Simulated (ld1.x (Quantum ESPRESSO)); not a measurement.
## Al: one change to a TM semilocal potential, before and after

Al (Z = 13), norm-conserving Troullier–Martins (semilocal form), made with ld1.x (Quantum ESPRESSO) 7.5 (PBE, scalar-relativistic). Core [Ne], reference 3s2 3p0 (charge +1). Waves: 3p (bound, empty): rc 1.70 bohr; 3s (bound): rc 2.10 bohr. Local part: the s channel. Core correction: none.

Change: wave 3p (bound): rc 1.70 bohr becomes 3p (bound): rc 2.44 bohr.

Cutoffs: the cutoffs (Ry, on a coarse ladder) from which the occupation-weighted sum of valence levels, in a spherical-Bessel basis at the reference potential, stays within 10 and 1 mRy of its value at 400 Ry; they do not see the model core or the augmentation charge, which bear on the density cutoff. Errors are all-electron minus pseudo energies relative to the spin-unpolarised reference configuration.

Task: How do hardness, ghosts and transferability respond?

Result: The potential gets neither clearly harder nor softer (10 Ry and 30 Ry → 10 Ry and 30 Ry); of the 7 tests that both files solve, the error grows in 0 and shrinks in 3 by more than 15 % and 0.3 meV (median size 5.9 → 4.2 meV); neither file shows a bound ghost. That the errors move this way runs against the usual rule that smaller radii transfer better. A semilocal file is local in each channel, so a ghost entry of none says nothing of the separable form that plane-wave codes build from it.

| quantity | base | changed |
| --- | --- | --- |
| cutoff, loose | 10 Ry | 10 Ry |
| cutoff, tight | 30 Ry | 30 Ry |
| bound ghosts | none | none |
| error for 3s2 3p1, meV [ΔE -5.76 eV] | -1.6 | -1.4 |
| error for 3s1 3p0, meV [ΔE 19.23 eV] | +27 | +27 |
| error for 3s2 3p0.5, meV [ΔE -3.68 eV] | -0.6 | -0.4 |
| error for 3s2 3p1.3, meV [ΔE -6.34 eV] | -2.0 | -1.9 |
| error for 3s1 3p1, meV [ΔE 5.81 eV] | +12 | +9.6 |
| error for 3s1 3p2, meV [ΔE -0.62 eV] | +5.9 | +4.2 |
| error for 3s0 3p3, meV [ΔE 4.69 eV] | +34 | +26 |
